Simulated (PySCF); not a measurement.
**Rb⁺ (rubidium, charge +1) across methods**

[Kr], closed-shell 1S. Calculation: PySCF 2.14, in def2-QZVPPD with the def2 core potential (28 electrons) (7s5p4d3f, 63 functions); a scalar-relativistic core potential.

```json
{"method": "PBE0", "E (hartree)": "-23.9273", "mean ε 4s (eV)": "-40.893", "mean ε 4p (eV)": "-23.420", "Σ⟨r²⟩ (bohr²)": "25.46", "⟨S²⟩": "0.000"}
{"method": "BP86", "E (hartree)": "-23.9630", "mean ε 4s (eV)": "-38.115", "mean ε 4p (eV)": "-21.790", "Σ⟨r²⟩ (bohr²)": "25.46", "⟨S²⟩": "0.000"}
{"method": "UHF", "E (hartree)": "-23.66278", "mean ε 4s (eV)": "-48.400", "mean ε 4p (eV)": "-27.502", "Σ⟨r²⟩ (bohr²)": "25.56", "⟨S²⟩": "0.000"}
{"method": "M06-2X", "E (hartree)": "-23.8709", "mean ε 4s (eV)": "-42.722", "mean ε 4p (eV)": "-24.832", "Σ⟨r²⟩ (bohr²)": "25.63", "⟨S²⟩": "0.000"}
{"method": "B97-3", "E (hartree)": "-23.9428", "mean ε 4s (eV)": "-41.084", "mean ε 4p (eV)": "-23.487", "Σ⟨r²⟩ (bohr²)": "25.38", "⟨S²⟩": "0.000"}
{"method": "r2SCAN", "E (hartree)": "-23.9458", "mean ε 4s (eV)": "-39.173", "mean ε 4p (eV)": "-22.218", "Σ⟨r²⟩ (bohr²)": "25.35", "⟨S²⟩": "0.000"}
{"method": "LDA", "E (hartree)": "-23.8286", "mean ε 4s (eV)": "-37.972", "mean ε 4p (eV)": "-21.719", "Σ⟨r²⟩ (bohr²)": "25.75", "⟨S²⟩": "0.000"}
{"method": "r2SCAN0", "E (hartree)": "-23.9315", "mean ε 4s (eV)": "-41.597", "mean ε 4p (eV)": "-23.739", "Σ⟨r²⟩ (bohr²)": "25.39", "⟨S²⟩": "0.000"}
{"method": "PBE", "E (hartree)": "-23.9249", "mean ε 4s (eV)": "-38.031", "mean ε 4p (eV)": "-21.711", "Σ⟨r²⟩ (bohr²)": "25.51", "⟨S²⟩": "0.000"}
```

Energies and moments cover only the electrons outside the core potential.
